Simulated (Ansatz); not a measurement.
Geometry optimisation, RKS r2SCAN-D4/def2-SVP (Ansatz 0.2.0).

input.yaml

```yaml
crystal:
  periodic: [false, false, false]
  atoms:
    - { symbol: Se, position_ang: [-0.43073, -2.11428, -0.51531] }
    - { symbol: C, position_ang: [-0.11517, -0.50101, 0.10183] }
    - { symbol: Se, position_ang: [0.26366, 1.00655, -0.94111] }
    - { symbol: H, position_ang: [0.26049, 0.67249, -2.43419] }
    - { symbol: H, position_ang: [0.40857, 1.9161, 0.18559] }
basis:
  gaussian: { orbitals: def2-SVP }
hamiltonian:
  xc: r2scan
  dispersion: d4
relax:
  f_tol: 0.02
  max_steps: 50
```

Command:

```bash
$ ansatz run input.yaml --threads 2 --pin off --max-ram 3072MiB --backend cpu --events-out ev --progress --plain --runs-dir out
```

Where does it end, and by what steps?

The forces met the threshold. After 12 steps the energy has fallen by 2.246 eV; H4 moved furthest, 1.57 Å. Parted: C2–Se3.

```
step  energy less start (eV)  largest force component (eV/Å)  accepted
   0                  0.0000                           2.854       yes
   1                 -0.4987                           0.838       yes
   2                 -0.7867                           1.812       yes
   3                 -1.0785                           1.795       yes
   4                 -1.4270                           1.608       yes
   5                 -1.7659                           1.632       yes
   6                 -2.0323                           0.999       yes
   7                 -2.1800                           0.398       yes
   8                 -2.2351                           0.131       yes
   9                 -2.2342                           0.178        no
  10                 -2.2431                           0.107       yes
  11                 -2.2461                           0.034       yes
  12                 -2.2464                           0.013       yes
```

```xyz
5
Properties=species:S:1:pos:R:3
Se -0.575 -2.807 0.328
C -0.320 -1.161 0.538
Se 0.215 1.020 -1.646
H 0.625 2.195 -2.438
H 0.441 1.733 -0.386
```

Time of the run: 28 s on 2 threads of Arm Neoverse V2, on a shared host, peak memory 0.14 GiB.
